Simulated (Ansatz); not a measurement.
Conformers of CH6BNO (SMILES CNBO), B3LYP-D3(BJ)/def2-TZVP minima from an xTB search, which can miss the lowest.
Conformer 1 (charge 0, multiplicity 1):
```json
[
 {"atom": "C", "x (Å)": "-1.3010", "y (Å)": "0.4369", "z (Å)": "0.0640"},
 {"atom": "N", "x (Å)": "-0.2879", "y (Å)": "-0.4190", "z (Å)": "-0.5294"},
 {"atom": "B", "x (Å)": "1.0701", "y (Å)": "-0.4522", "z (Å)": "-0.1971"},
 {"atom": "O", "x (Å)": "1.5461", "y (Å)": "0.3905", "z (Å)": "0.7840"},
 {"atom": "H", "x (Å)": "-0.8368", "y (Å)": "1.0629", "z (Å)": "0.8228"},
 {"atom": "H", "x (Å)": "-2.0922", "y (Å)": "-0.1483", "z (Å)": "0.5411"},
 {"atom": "H", "x (Å)": "-1.7624", "y (Å)": "1.0900", "z (Å)": "-0.6822"},
 {"atom": "H", "x (Å)": "-0.6214", "y (Å)": "-1.0396", "z (Å)": "-1.2474"},
 {"atom": "H", "x (Å)": "1.7977", "y (Å)": "-1.2119", "z (Å)": "-0.7698"},
 {"atom": "H", "x (Å)": "2.4877", "y (Å)": "0.2907", "z (Å)": "0.9366"}
]
```
Conformer 2 (charge 0, multiplicity 1, Z-matrix in Å and degrees):
```
N
H 1 1.0095
B 1 1.3973 2 118.46
O 3 1.3779 1 118.64 2 0.00
H 4 0.9592 3 113.06 1 180.00
C 1 1.4489 2 115.02 3 -180.00
H 6 1.0893 1 109.14 2 -179.99
H 6 1.0941 7 107.92 1 -121.74
H 6 1.0941 7 107.92 8 -116.51
H 3 1.1981 4 121.44 5 0.00
```

Frozen-core correlation. MP2 and its Hartree–Fock in cc-pVQZ are density fitted.

The values were computed with Ansatz (Gaussian basis) for Hartree–Fock, density functionals and correlated methods. Each number belongs to the level named beside it.

The energy of conformer 2 above conformer 1 is E(conformer 2) − E(conformer 1). Total energies (hartree):

```
level             conformer 2   conformer 1
---------------  ------------  ------------
HF/cc-pVTZ       -195.5224004  -195.5226537
MP2/cc-pVTZ      -196.2558174  -196.2565515
HF/cc-pVQZ       -195.5370583  -195.5373948
MP2/cc-pVQZ      -196.3218963  -196.3228281
CCSD(T)/cc-pVTZ  -196.3136440  -196.3142929
```

**Question.** Work out the energy of conformer 2 above conformer 1 at the basis-set limit: extrapolate the MP2 correlation part as X⁻³, take Hartree–Fock from the larger set, and add the CCSD(T) − MP2 difference of cc-pVTZ.

**Answer.** 
1. Differences (1 hartree = 627.509 kcal/mol): HF/cc-pVTZ 0.159; MP2/cc-pVTZ 0.461; HF/cc-pVQZ 0.211; MP2/cc-pVQZ 0.585; CCSD(T)/cc-pVTZ 0.407.
2. Correlation parts, MP2 less HF: 0.302 in cc-pVTZ (X = 3), 0.374 in cc-pVQZ (X = 4).
3. Limit (4³·(0.374) − 3³·(0.302))/(4³ − 3³) = 0.426; with HF/cc-pVQZ it gives 0.637.
4. CCSD(T) less MP2 in cc-pVTZ: -0.053.
Result: 0.58 kcal/mol, against 0.46 at MP2/cc-pVTZ. It is an estimate of this method's limit, not of the exact value.

Ansatz is an electronic-structure program.
